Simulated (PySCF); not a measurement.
## Electron correlation in Zn+ (zinc, charge +1)

[Ar] 3d10 4p1, 2P determinant (an excited configuration). Calculation: PySCF 2.14, in aug-cc-pwCVDZ-PP with ECP10MDF (6s6p5d3f, 70 functions); a scalar-relativistic core potential. Frozen: 3s2 3p6; 11 electrons correlated.

MP2 pair energies summed by pair of shells (mhartree):

```json
{"pair": "3d-3d", "energy": "-444.99", "share (%)": "96.6"}
{"pair": "3d-4p", "energy": "-15.77", "share (%)": "3.4"}
```

Total MP2 correlation energy: -460.76 mhartree.

Same-spin part -169.33 and opposite-spin part -291.44 mhartree; SCS-MP2 scales them by 1/3 and 6/5 to -406.16 mhartree.
